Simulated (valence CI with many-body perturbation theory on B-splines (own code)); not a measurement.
# Questions on Yb49+

Level of theory: relativistic CI+MBPT: three valence electrons over a frozen Dirac-Fock core [Ar], a basis of 7 s, 7 p, 8 d, 6 f, 4 g, 1 h functions for each j, with the one-electron correlation potential Σ1, the two-electron term Σ2, the three-electron term Σ3, Breit, model QED; selected CI, second order for the rest, scaled by the run's own slope (own B-spline code, finite nucleus).

The last digits are not significant, and no measured levels were compared; by estimate large intervals hold to a few tenths of a per cent, small ones and those within an open d or f shell to about a per cent. Only levels of the ground parity were solved; by the run's estimate the other parity begins above the list, which can be wrong where configurations are misplaced.

Levels are named by their leading jj configuration (3d3/2^4 stands for four electrons in 3d with j = 3/2), which in mixed levels can hold well under half, so a name can repeat and another be missing.

Rates and lifetimes use the calculated energies. Strong lines usually hold to 10 to 20 %, long lifetimes can be off by a factor of two.

What is the ground level?

(3d3/2^3) J=3/2, composition 46 % 3d³ ⁴F + 38 % 3d³ ²D + 11 % 3d³ ²P, g = 0.706.

What is the ionisation energy?

4365 eV; NIST lists 4364 ± 4 eV (theoretical).

How well does LS coupling describe the low levels?

Among the lowest 19 levels the leading LS term, summed over configurations, holds 57 % on average. For single configurations the figures are 57 % in LS and 97 % in jj coupling. Terms mix most in the J = 3/2 level at 443980 cm⁻¹, where the leading one holds 38 %.
